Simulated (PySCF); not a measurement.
## A small calculation by hand: refractive index and permittivity of the vapour

MnI₂, SMILES [I][Mn][I] (connectivity only; charge and spin as stated), neutral, multiplicity 6.

Geometry: PBE0-D3(BJ)/def2-SVP. The multiplicity is an assumed one; other spin states were not compared. The def2 effective core potentials stand for the cores of I; spin–orbit coupling is left out.

PySCF with M06-2X/def2-TZVPD gives a mean static polarisability of 98.6 bohr³ and a dipole moment of 0.00 D. Take an ideal gas at 298.15 K and 0.01 bar, whether or not the substance is that volatile.

Work out n − 1 in the optical limit and the static ε − 1.


Polarisability volume α' = 98.6 × 0.148185 = 14.61 Å³. Number density N = p/kT = 2.43e-7 Å⁻³.
Dilute limit of Lorentz–Lorenz: n − 1 = 2π N α' = 2.2e-5.
Orientation term of Debye: μ²/(3kT) = 8.098 Å³ × μ²(D²) = 0.00 Å³.
ε − 1 = 4π N (α' + μ²/3kT) = 4.5e-5. With no permanent dipole, ε equals n² in this model. Vibrational polarisation and dispersion are left out.
